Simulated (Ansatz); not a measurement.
Mulliken charges of GaH₆NSi, SMILES `N[SiH2][GaH2]` from ωB97M-V/def2-TZVPP in Ansatz (PBE0-D4/def2-TZVP geometry).

```tsv
atom	x (Å)	y (Å)	z (Å)	charge (e)
N1	-0.982	0.632	-1.186	-0.364
Si2	0.395	0.666	-0.143	0.183
Ga3	0.327	-1.243	1.326	0.124
H4	-1.294	-0.249	-1.561	0.119
H5	-1.140	1.377	-1.846	0.110
H6	0.354	1.946	0.621	-0.037
H7	1.724	0.676	-0.843	-0.065
H8	-0.579	-2.492	0.994	-0.037
H9	1.195	-1.314	2.637	-0.033
```

Problem. By hand: the dipole of these point charges (1 e Å = 4.8032 D).

Solution. Σ q r = (0.048, -0.121, 0.089) e Å, of length 0.158 e Å = 0.76 D.

Problem. How does the dipole of the full density compare? (Best estimate.)

Solution. The calculation gave: (-0.098, 0.004, -0.271) e Å, 1.38 D; the point charges give 0.55 times that, at 130° from its direction, so they point the opposite way.

Point charges leave out the atoms' own dipoles, such as those of lone pairs, and Mulliken's split depends on the basis, so the two needn't agree.
